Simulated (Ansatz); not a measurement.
Steps of a relaxation of `[BH2][AlH][N](C)[SiH3]` with RKS PBE-D4/def2-SVP.

```sh
$ ansatz run in.yaml --threads 4 --pin off --events-out ev --progress --plain --max-ram 10444MiB
```

```yaml
crystal:
  periodic: [false, false, false]
  atoms:
    - {symbol: B, position_ang: [-1.058000, 2.174400, -0.192600]}
    - {symbol: Al, position_ang: [-1.467600, 0.296500, 0.467700]}
    - {symbol: N, position_ang: [-0.177200, -1.076500, 0.194300]}
    - {symbol: C, position_ang: [0.232800, -1.223600, -1.219500]}
    - {symbol: Si, position_ang: [1.343200, -0.583200, 1.072200]}
    - {symbol: H, position_ang: [-0.084500, 2.488400, -0.740500]}
    - {symbol: H, position_ang: [-1.893900, 3.063300, -0.048400]}
    - {symbol: H, position_ang: [-2.810200, -0.032600, 1.175100]}
    - {symbol: H, position_ang: [0.547300, -0.271800, -1.619600]}
    - {symbol: H, position_ang: [0.916300, -2.035800, -1.335600]}
    - {symbol: H, position_ang: [-0.765700, -1.545400, -1.744300]}
    - {symbol: H, position_ang: [1.861200, 0.705600, 0.566100]}
    - {symbol: H, position_ang: [0.991900, -0.392700, 2.505500]}
    - {symbol: H, position_ang: [2.351500, -1.595700, 0.948400]}
basis:
  gaussian: {orbitals: def2-SVP}
hamiltonian: {xc: pbe, dispersion: d4}
relax: {f_tol: 0.03, max_steps: 200}
```

Positions (Å) and forces (eV/Å) along the path, 11 of 39 steps:

```xyz
14
step=1 energy=-17803.0423 eV
B    -1.058    2.174   -0.193   -1.147    1.061    0.006
Al   -1.468    0.296    0.468    0.629   -1.796    0.148
N    -0.177   -1.077    0.194    1.061    1.077    1.185
C     0.233   -1.224   -1.220   -4.072   -0.347    0.384
Si    1.343   -0.583    1.072   -2.239   -0.012   -0.077
H    -0.085    2.488   -0.741    1.254    0.484   -0.681
H    -1.894    3.063   -0.048    0.196   -0.027    0.028
H    -2.810   -0.033    1.175   -0.540   -0.308    0.380
H     0.547   -0.272   -1.620    0.721    0.766   -1.001
H     0.916   -2.036   -1.336    1.194   -0.883   -0.394
H    -0.766   -1.545   -1.744    1.609    0.367    0.010
H     1.861    0.706    0.566    0.395    0.506   -0.233
H     0.992   -0.393    2.506   -0.061    0.083    0.405
H     2.352   -1.596    0.948    1.001   -0.972   -0.161
14
step=3 energy=-17803.6813 eV
B    -1.179    2.308   -0.269   -0.037    0.006   -0.295
Al   -1.487    0.282    0.472    0.099   -0.055    0.253
N    -0.111   -0.944    0.199    0.282    0.286   -0.412
C     0.170   -1.204   -1.242    0.192    0.137    0.235
Si    1.358   -0.639    1.142   -0.227    0.002   -0.155
H    -0.172    2.632   -0.899   -0.149   -0.100    0.144
H    -1.976    3.221   -0.092    0.066   -0.066    0.075
H    -2.750   -0.194    1.362    0.129    0.029   -0.114
H     0.544   -0.312   -1.822   -0.041   -0.159    0.191
H     0.939   -2.006   -1.349   -0.052    0.094   -0.026
H    -0.725   -1.575   -1.785   -0.122   -0.046    0.078
H     2.091    0.624    0.693   -0.013   -0.179    0.082
H     0.939   -0.437    2.581   -0.001    0.002   -0.062
H     2.346   -1.783    1.037   -0.126    0.048    0.006
14
step=10 energy=-17803.9570 eV rejected
B    -1.568    2.260   -0.532   -0.616   -0.124   -1.135
Al   -1.316    0.468    0.626    0.359    0.225    0.341
N     0.070   -0.618    0.106   -0.088    0.017    0.011
C     0.368   -0.863   -1.312    0.001    0.022   -0.031
Si    1.335   -0.967    1.276   -0.029   -0.047   -0.003
H    -0.986    2.410   -1.636   -0.098    0.006    0.734
H    -2.441    3.109   -0.333    0.394   -0.042    0.178
H    -1.959    0.141    2.067    0.001   -0.008   -0.121
H     0.774    0.033   -1.838    0.019   -0.017    0.030
H     1.109   -1.683   -1.439    0.012    0.010   -0.011
H    -0.540   -1.184   -1.870    0.057    0.027    0.023
H     2.569   -0.131    1.022    0.020   -0.012   -0.004
H     0.791   -0.598    2.629   -0.002   -0.023    0.009
H     1.782   -2.408    1.262   -0.029   -0.036   -0.019
14
step=14 energy=-17804.1368 eV
B    -1.793    2.162   -0.695    0.142   -0.021   -0.237
Al   -1.234    0.590    0.666   -0.037    0.050    0.025
N     0.127   -0.509    0.138    0.115   -0.048    0.115
C     0.440   -0.754   -1.280    0.042    0.026   -0.005
Si    1.332   -1.069    1.305    0.004   -0.035   -0.116
H    -1.257    2.284   -1.801   -0.171   -0.066    0.238
H    -2.553    3.065   -0.392   -0.029    0.005    0.000
H    -1.747    0.364    2.173    0.049    0.037   -0.057
H     0.933    0.115   -1.774    0.000   -0.034    0.030
H     1.123   -1.626   -1.403   -0.040    0.032   -0.002
H    -0.475   -0.991   -1.863    0.040    0.034   -0.003
H     2.655   -0.352    1.104   -0.070   -0.072    0.018
H     0.820   -0.754    2.683    0.001   -0.021   -0.006
H     1.615   -2.553    1.167   -0.047    0.111   -0.001
14
step=16 energy=-17804.2021 eV
B    -1.930    2.081   -0.761    0.208    0.041   -0.224
Al   -1.125    0.722    0.704   -0.148   -0.063   -0.017
N     0.195   -0.418    0.167    0.146   -0.071    0.133
C     0.520   -0.645   -1.252    0.001    0.006   -0.109
Si    1.320   -1.159    1.322   -0.024    0.015   -0.171
H    -1.554    2.081   -1.939   -0.148   -0.057    0.270
H    -2.703    2.980   -0.475   -0.032   -0.029   -0.003
H    -1.540    0.593    2.252    0.074    0.050   -0.054
H     1.150    0.170   -1.686   -0.041   -0.123    0.053
H     1.079   -1.601   -1.397   -0.082    0.117    0.007
H    -0.400   -0.720   -1.877    0.152    0.052    0.085
H     2.712   -0.577    1.166   -0.080   -0.069    0.024
H     0.824   -0.880    2.712    0.002   -0.009   -0.005
H     1.438   -2.655    1.092   -0.027    0.140    0.011
14
step=21 energy=-17804.2708 eV
B    -2.047    1.970   -0.795    0.005   -0.063   -0.169
Al   -1.091    0.763    0.703    0.011    0.009   -0.020
N     0.263   -0.342    0.180   -0.021    0.041   -0.068
C     0.612   -0.547   -1.233    0.041   -0.041   -0.378
Si    1.309   -1.189    1.324    0.031   -0.010    0.029
H    -1.919    1.787   -2.005   -0.044    0.016    0.208
H    -2.750    2.923   -0.494    0.019    0.008   -0.015
H    -1.376    0.757    2.280   -0.004    0.001   -0.012
H     1.541    0.026   -1.531   -0.405   -0.303    0.098
H     0.808   -1.640   -1.449   -0.087    0.495    0.021
H    -0.225   -0.214   -1.912    0.466   -0.145    0.313
H     2.743   -0.731    1.197   -0.008   -0.001   -0.003
H     0.822   -0.919    2.718   -0.002    0.000   -0.001
H     1.297   -2.673    1.047   -0.003   -0.008   -0.003
14
step=23 energy=-17804.3111 eV
B    -2.096    1.909   -0.803   -0.009   -0.038    0.037
Al   -1.090    0.765    0.707    0.034   -0.008   -0.073
N     0.279   -0.320    0.180    0.064    0.136   -0.021
C     0.657   -0.486   -1.230    0.035   -0.161    0.042
Si    1.310   -1.191    1.323   -0.085   -0.112    0.021
H    -2.227    1.537   -1.958   -0.013   -0.008    0.006
H    -2.592    2.998   -0.562    0.019    0.023   -0.009
H    -1.371    0.764    2.283   -0.020   -0.001    0.009
H     1.668   -0.073   -1.449    0.016    0.006    0.003
H     0.677   -1.563   -1.523    0.016    0.045   -0.001
H    -0.056    0.019   -1.914   -0.065    0.060    0.033
H     2.762   -0.793    1.206   -0.022    0.040   -0.040
H     0.829   -0.920    2.718   -0.006    0.027   -0.001
H     1.237   -2.675    1.051    0.037   -0.008   -0.008
14
step=27 energy=-17804.3364 eV
B    -2.105    1.876   -0.807   -0.027    0.013   -0.006
Al   -1.092    0.748    0.696    0.002   -0.008   -0.015
N     0.304   -0.304    0.188    0.014   -0.013    0.014
C     0.687   -0.450   -1.222   -0.008    0.017   -0.001
Si    1.305   -1.207    1.327    0.002    0.003   -0.009
H    -2.637    1.378   -1.789    0.003    0.014    0.030
H    -2.220    3.091   -0.733    0.019   -0.021   -0.025
H    -1.437    0.740    2.262    0.000   -0.003   -0.001
H     1.703   -0.043   -1.432   -0.008   -0.001    0.007
H     0.692   -1.518   -1.543    0.001    0.008   -0.001
H    -0.022    0.087   -1.889    0.001   -0.005   -0.001
H     2.750   -0.772    1.247    0.001   -0.002    0.002
H     0.786   -0.971    2.715   -0.003   -0.002    0.003
H     1.274   -2.683    1.009    0.002    0.000    0.001
14
step=28 energy=-17804.3392 eV
B    -2.107    1.867   -0.805    0.022    0.070   -0.065
Al   -1.098    0.741    0.701   -0.015    0.004    0.001
N     0.301   -0.305    0.191    0.011   -0.007    0.018
C     0.685   -0.439   -1.219   -0.002    0.000    0.003
Si    1.306   -1.209    1.326   -0.004    0.002   -0.002
H    -2.690    1.358   -1.752   -0.008    0.029    0.056
H    -2.143    3.092   -0.789   -0.004   -0.101   -0.007
H    -1.448    0.734    2.266    0.002   -0.007    0.003
H     1.698   -0.022   -1.427   -0.004    0.006    0.001
H     0.700   -1.504   -1.548   -0.002    0.006   -0.004
H    -0.029    0.095   -1.884    0.002    0.000   -0.003
H     2.749   -0.770    1.250    0.000    0.001    0.000
H     0.783   -0.981    2.715   -0.001   -0.001   -0.001
H     1.280   -2.685    1.003    0.002   -0.001   -0.001
14
step=29 energy=-17804.3358 eV rejected
B    -2.092    1.861   -0.820   -0.294    0.146   -0.124
Al   -1.099    0.736    0.698    0.051    0.004   -0.037
N     0.303   -0.307    0.194    0.016   -0.018    0.021
C     0.693   -0.427   -1.216    0.006   -0.012    0.017
Si    1.304   -1.215    1.328   -0.007    0.002   -0.009
H    -2.814    1.338   -1.680    0.233    0.191    0.211
H    -2.051    3.097   -0.857    0.015   -0.339   -0.059
H    -1.458    0.726    2.261   -0.015    0.006   -0.004
H     1.702    0.001   -1.417    0.000    0.005   -0.003
H     0.717   -1.489   -1.554   -0.003    0.007   -0.005
H    -0.024    0.106   -1.880   -0.004    0.008   -0.007
H     2.747   -0.772    1.261    0.000    0.001    0.002
H     0.774   -0.996    2.715    0.001   -0.002   -0.005
H     1.285   -2.689    0.997    0.001    0.000    0.001
14
step=39 energy=-17804.3487 eV
B    -2.138    1.817   -0.819    0.008    0.005   -0.016
Al   -1.097    0.734    0.694   -0.006   -0.001    0.010
N     0.317   -0.295    0.198    0.014   -0.013    0.020
C     0.726   -0.382   -1.209   -0.005    0.008   -0.019
Si    1.296   -1.233    1.327   -0.012    0.014   -0.014
H    -3.077    1.353   -1.448    0.007    0.008    0.008
H    -1.860    2.969   -1.115   -0.010   -0.014    0.001
H    -1.454    0.753    2.258    0.001   -0.002   -0.003
H     1.760    0.000   -1.374   -0.010   -0.005    0.000
H     0.699   -1.428   -1.593    0.000    0.011    0.003
H     0.053    0.217   -1.863    0.013   -0.010    0.010
H     2.739   -0.788    1.297    0.000   -0.002    0.000
H     0.739   -1.047    2.709    0.001    0.001   -0.001
H     1.283   -2.699    0.965   -0.002   -0.001   -0.001
```

Hardware: 4 threads of an Arm Neoverse V2 on a shared host. Wall time 61 s, peak host memory 0.19 GiB.
